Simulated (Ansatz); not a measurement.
A further run on Al(NH3)Cl3 (AlNCl₃H₃).

```yaml
crystal:
  periodic: [false, false, false]
  atoms:
    - {symbol: Al, position_ang: [-0.002606, 0.003630, -1.002826]}
    - {symbol: N, position_ang: [0.002576, -0.003638, 1.009318]}
    - {symbol: H, position_ang: [-0.945816, 0.066605, 1.388846]}
    - {symbol: H, position_ang: [0.540303, 0.781307, 1.387573]}
    - {symbol: H, position_ang: [0.416089, -0.863026, 1.381888]}
    - {symbol: Cl, position_ang: [2.082483, -0.002041, -1.393421]}
    - {symbol: Cl, position_ang: [-1.040356, 1.815159, -1.379164]}
    - {symbol: Cl, position_ang: [-1.052653, -1.797994, -1.392215]}
basis:
  gaussian: {orbitals: cc-pVTZ-DK, fitting: {mean_field: def2-universal-jkfit}}
hamiltonian: {xc: {name: PBE0}, dispersion: d3bjatm, pseudopotentials: {relativity: scalar}}
scf: {omitted_lower_state_checks: [starts]}
output: {forces: true}
```

```sh
$ ansatz run in.yaml --threads 4 --pin off --events-out ev --progress --plain --max-ram 3916MiB
```

It prints (some lines left out):

```
Functional definition: PBE0
643 factors; integrals over basis functions are off by at most 8.3e-1 eV
mean field evaluation 1: about -45820.7844 eV, gradient 5.0e1 eV
mean field evaluation 2: about -45819.0712 eV, gradient 5.7e1 eV
mean field evaluation 4: about -45825.2996 eV, gradient 1.7e0 eV
mean field evaluation 8: about -45825.3039 eV, gradient 1.2e-2 eV
mean field -45825.30390691 eV, -1684.0488570723 hartree, gradient 3.5e-5 eV, S^2 0.000000; 0 other end points of the search recorded, 0 dependent functions left out
reference -45825.30393857 eV, -1684.0488582357 hartree; 37, 37 occupied and 171, 171 virtual orbitals, 643 factors
Total energy: -45825.53344748 eV, -1684.0572925327 hartree
Relativity: scalar
Atom 0 at    -0.002606     0.003630    -1.002826 Å, force     0.000796    -0.000079     0.147604 eV/Å
Atom 1 at     0.002576    -0.003638     1.009318 Å, force    -0.000891    -0.001664     0.397812 eV/Å
Atom 2 at    -0.945816     0.066605     1.388846 Å, force     0.301876    -0.022949    -0.174894 eV/Å
Atom 3 at     0.540303     0.781307     1.387573 Å, force    -0.171889    -0.248482    -0.173947 eV/Å
Atom 4 at     0.416089    -0.863026     1.381888 Å, force    -0.129683     0.273441    -0.172081 eV/Å
Atom 5 at     2.082483    -0.002041    -1.393421 Å, force    -0.078429    -0.000283    -0.008103 eV/Å
Atom 6 at    -1.040356     1.815159    -1.379164 Å, force     0.039447    -0.067995    -0.008424 eV/Å
Atom 7 at    -1.052653    -1.797994    -1.392215 Å, force     0.038774     0.068010    -0.007966 eV/Å
Dipole moment:     0.003200    -0.004750     1.297029 e Å
Checks for a lower state left out: starts
```

Hardware: 4 threads of Arm Neoverse V1 on a shared host. Wall time 2.7 s.

DK, ANO-RCC and x2c sets are all-electron and run with scalar relativity unless a key says otherwise.
